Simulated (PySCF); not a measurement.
SMILES F[S](F)F, doublet, B3LYP/def2-SVP optimised geometry.

```
4

F     -0.73     1.69     0.00
S     -0.80     0.00     0.00
F     -0.73    -1.69     0.00
F      0.80     0.00     0.00
```

Density from unrestricted B3LYP/def2-TZVP run with PySCF at that geometry.

Minimum of the electron density along straight lines between bonded atoms, close to the bond critical point (lines longer than 1.1 times the sum of covalent radii, or with two minima, are not listed):

```csv
bond,length / Å,ρ at the minimum / e bohr⁻³,∇²ρ there / e bohr⁻⁵,position (fraction from the first atom)
F1–S2,1.688,0.174,-0.11,0.57
S2–F3,1.688,0.174,-0.11,0.43
S2–F4,1.608,0.202,0.02,0.41
```
